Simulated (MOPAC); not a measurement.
Input file for MOPAC: AM1 on SnF, 2S+1 = 2, a spin state set in the input, which need not be the lowest, a point of a bond scan (R = 1.811 Å).

```
AM1 1SCF PRECISE CHARGE=0 UHF MS=0.5 THREADS=1
FSn

F      0.00000000 1     0.00000000 1     0.00000000 1
Sn     0.00000000 1     0.00000000 1     1.81070300 1
```

Output:

```
*******************************************************************************
 **                                                                           **
 **                              MOPAC v23.2.5                                **
 **                                                                           **
 *******************************************************************************
 ** MOPAC's Digital Object Identifier: https://doi.org/10.5281/zenodo.6511958 **
 **                                                                           **
 ** Please cite the open-source release paper for use of this MOPAC version:  **
 ** J. E. Moussa and J. J. P. Stewart (2026)                                  **
 ** MOPAC: An open-source semiempirical molecular orbital program             **
 ** J. Open Source Softw., 11(119), 8025, https://doi.org/10.21105/joss.08025 **
 *******************************************************************************

                              AM1 CALCULATION RESULTS

 *******************************************************************************
 *  AM1        - The AM1 Hamiltonian to be used
 *  UHF        - UNRESTRICTED HARTREE-FOCK CALCULATION
 *
 *
 *
 *                 CHARGE ON SYSTEM = 0
 *
 *
 *
 *  MS=        - IN MECI, MAGNETIC COMPONENT OF SPIN =  0.5
 *  PRECISE    - TIGHTER CRITERIA TO BE USED
 *  1SCF       - DO 1 SCF AND THEN STOP
 *  THREADS=1  - MULTI-THREADING NOT USED
 *  T=         - A TIME OF 172800.0 SECONDS REQUESTED
 *  DUMP=N     - RESTART FILE WRITTEN EVERY 7200.0 SECONDS REQUESTED
 *******************************************************************************
AM1 1SCF PRECISE CHARGE=0 UHF MS=0.5 THREADS=1
 FSn

   ATOM   CHEMICAL          X               Y               Z
  NUMBER   SYMBOL      (ANGSTROMS)     (ANGSTROMS)     (ANGSTROMS)

     1       F          0.00000000  *   0.00000000  *   0.00000000  *
     2      Sn          0.00000000  *   0.00000000  *   1.81070300  *



          CARTESIAN COORDINATES

    NO.       ATOM           X           Y           Z

     1         F          0.0000      0.0000      0.0000
     2        Sn          0.0000      0.0000      1.8107

  F: (AM1): M.J.S. DEWAR AND E. G. ZOEBISCH, THEOCHEM, 180, 1 (1988).
 Sn: (AM1): J. J. P. STEWART, J. MOL. MOD., 10, 155-164 (2004)

           Empirical Formula: F Sn  =     2 atoms



      MOLECULAR POINT GROUP   :   C*v


          UHF CALCULATION, NO. OF ALPHA ELECTRONS =    6
                           NO. OF BETA  ELECTRONS =    5

 -------------------------------------------------------------------------------
 AM1 1SCF PRECISE CHARGE=0 UHF MS=0.5 THREADS=1
 FSn



     1SCF WAS SPECIFIED, SO BFGS WAS NOT USED
     SCF FIELD WAS ACHIEVED


                              AM1 CALCULATION
                                                       MOPAC v23.2.5 Linux




          FINAL HEAT OF FORMATION =         -6.96715 KCAL/MOL =     -29.15055 KJ/MOL


          COSMO AREA              =         87.35 SQUARE ANGSTROMS
          COSMO VOLUME            =         75.31 CUBIC ANGSTROMS

          IONIZATION POTENTIAL    =          5.055431 EV
          ALPHA SOMO LUMO (EV)    =         -5.055 -1.851
          BETA  SOMO LUMO (EV)    =        -10.893 -1.084
          NO. OF ALPHA ELECTRONS  =          6
          NO. OF BETA  ELECTRONS  =          5
          MOLECULAR WEIGHT        =        137.6884         POINT GROUP:  C*v

          MOLECULAR DIMENSIONS (Angstroms)

            Atom       Atom       Distance
           Sn     2    F     1     1.81070
           Sn     2    F     1     0.00000
            F     1   Sn     2     0.00000


          SCF CALCULATIONS        =          1





   ATOM   CHEMICAL          X               Y               Z
  NUMBER   SYMBOL      (ANGSTROMS)     (ANGSTROMS)     (ANGSTROMS)

     1       F          0.00000000  *   0.00000000  *   0.00000000  *
     2      Sn          0.00000000  *   0.00000000  *   1.81070300  *

                             CARTESIAN COORDINATES

   1    F        0.000000000     0.000000000     0.000000000
   2   Sn        0.000000000     0.000000000     1.810703000


           Empirical Formula: F Sn  =     2 atoms



      MOLECULAR POINT GROUP   :   C*v


          ALPHA EIGENVALUES
 -46.75201 -15.72819 -13.67856 -13.02328 -12.35910  -5.05543  -1.85135   0.22027


           BETA EIGENVALUES
 -46.56637 -14.44709 -13.23372 -13.12463 -10.89283  -1.08373   0.35856   1.12279


              NET ATOMIC CHARGES AND DIPOLE CONTRIBUTIONS

  ATOM NO.   TYPE          CHARGE      No. of ELECS.   s-Pop       p-Pop
    1          F          -0.531868        7.5319     1.85846     5.67341
    2         Sn           0.531868        3.4681     1.95783     1.51031
 DIPOLE           X         Y         Z       TOTAL
 POINT-CHG.     0.000     0.000     4.626     4.626
 HYBRID        -0.000     0.000    -2.534     2.534
 SUM           -0.000     0.000     2.091     2.091


          ATOMIC ORBITAL ELECTRON POPULATIONS

     Atom    s        px        py        pz
    1  F   1.85846   1.94591   1.80858   1.91893
    2 Sn   1.95783   1.05409   0.19142   0.26479


                    (SZ)    =    0.500000
                    (S**2)  =    0.754199


          ATOMIC ORBITAL SPIN POPULATIONS

    Atom   Total    s     px     py     pz
         Atomic
    1  F  0.0158  0.001  0.054 -0.032 -0.007
    2 Sn  0.9842  0.008  0.946  0.032 -0.003

 **********************
 *                    *
 * JOB ENDED NORMALLY *
 *                    *
 **********************




 == MOPAC DONE ==
```

The run finished.

Cost: very roughly 0.020 core-seconds.
